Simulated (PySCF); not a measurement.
C₂H₆N₂Si, SMILES C#C[SiH](N)N.

The structure is a stationary point at r2SCAN-D4/def2-SVP. This is a generated structure with no PubChem entry under its InChIKey; it may be hypothetical. Other conformers were not sampled.

The numbers are results of PySCF with r2SCAN-D4/def2-SVP, not measurements.

Frequencies are harmonic and unscaled.

```json
[
 {"mode": "1", "ν (cm⁻¹)": "125", "IR (km/mol)": "1.4", "moving atoms (share of kinetic energy)": "N 34 %, C 34 %, H 25 %"},
 {"mode": "2", "ν (cm⁻¹)": "159", "IR (km/mol)": "2.5", "moving atoms (share of kinetic energy)": "C 42 %, H 27 %, N 20 %, Si 11 %"},
 {"mode": "3", "ν (cm⁻¹)": "216", "IR (km/mol)": "1.6", "moving atoms (share of kinetic energy)": "H 45 %, N 35 %, C 11 %, Si 9 %"},
 {"mode": "4", "ν (cm⁻¹)": "260", "IR (km/mol)": "14.4", "moving atoms (share of kinetic energy)": "H 93 %"},
 {"mode": "5", "ν (cm⁻¹)": "333", "IR (km/mol)": "96.3", "moving atoms (share of kinetic energy)": "H 49 %, C 40 %"},
 {"mode": "6", "ν (cm⁻¹)": "362", "IR (km/mol)": "69.0", "moving atoms (share of kinetic energy)": "H 63 %, C 22 %, N 9 %"},
 {"mode": "7", "ν (cm⁻¹)": "379", "IR (km/mol)": "15.6", "moving atoms (share of kinetic energy)": "H 43 %, C 36 %, N 15 %"},
 {"mode": "8", "ν (cm⁻¹)": "403", "IR (km/mol)": "104.4", "moving atoms (share of kinetic energy)": "H 48 %, N 25 %, C 14 %, Si 13 %"},
 {"mode": "9", "ν (cm⁻¹)": "442", "IR (km/mol)": "190.1", "moving atoms (share of kinetic energy)": "H 64 %, N 27 %"},
 {"mode": "10", "ν (cm⁻¹)": "594", "IR (km/mol)": "59.2", "moving atoms (share of kinetic energy)": "C 50 %, Si 32 %, H 12 %"},
 {"mode": "11", "ν (cm⁻¹)": "708", "IR (km/mol)": "32.3", "moving atoms (share of kinetic energy)": "H 76 %, C 24 %"},
 {"mode": "12", "ν (cm⁻¹)": "716", "IR (km/mol)": "29.1", "moving atoms (share of kinetic energy)": "H 76 %, C 24 %"},
 {"mode": "13", "ν (cm⁻¹)": "753", "IR (km/mol)": "43.8", "moving atoms (share of kinetic energy)": "H 80 %, N 15 %"},
 {"mode": "14", "ν (cm⁻¹)": "772", "IR (km/mol)": "13.0", "moving atoms (share of kinetic energy)": "H 84 %, N 10 %"},
 {"mode": "15", "ν (cm⁻¹)": "815", "IR (km/mol)": "24.8", "moving atoms (share of kinetic energy)": "N 50 %, H 34 %, Si 16 %"},
 {"mode": "16", "ν (cm⁻¹)": "889", "IR (km/mol)": "131.8", "moving atoms (share of kinetic energy)": "H 48 %, N 27 %, Si 24 %"},
 {"mode": "17", "ν (cm⁻¹)": "897", "IR (km/mol)": "191.7", "moving atoms (share of kinetic energy)": "H 51 %, N 25 %, Si 24 %"},
 {"mode": "18", "ν (cm⁻¹)": "957", "IR (km/mol)": "228.8", "moving atoms (share of kinetic energy)": "H 60 %, Si 26 %, N 14 %"},
 {"mode": "19", "ν (cm⁻¹)": "1531", "IR (km/mol)": "82.7", "moving atoms (share of kinetic energy)": "H 89 %, N 11 %"},
 {"mode": "20", "ν (cm⁻¹)": "1539", "IR (km/mol)": "31.0", "moving atoms (share of kinetic energy)": "H 89 %, N 11 %"},
 {"mode": "21", "ν (cm⁻¹)": "2126", "IR (km/mol)": "28.1", "moving atoms (share of kinetic energy)": "C 90 %, H 10 %"},
 {"mode": "22", "ν (cm⁻¹)": "2198", "IR (km/mol)": "178.0", "moving atoms (share of kinetic energy)": "H 97 %"},
 {"mode": "23", "ν (cm⁻¹)": "3458", "IR (km/mol)": "45.4", "moving atoms (share of kinetic energy)": "H 86 %, C 14 %"},
 {"mode": "24", "ν (cm⁻¹)": "3573", "IR (km/mol)": "25.2", "moving atoms (share of kinetic energy)": "H 96 %"},
 {"mode": "25", "ν (cm⁻¹)": "3582", "IR (km/mol)": "32.6", "moving atoms (share of kinetic energy)": "H 96 %"},
 {"mode": "26", "ν (cm⁻¹)": "3677", "IR (km/mol)": "28.8", "moving atoms (share of kinetic energy)": "H 91 %, N 9 %"},
 {"mode": "27", "ν (cm⁻¹)": "3688", "IR (km/mol)": "32.3", "moving atoms (share of kinetic energy)": "H 91 %, N 9 %"}
]
```
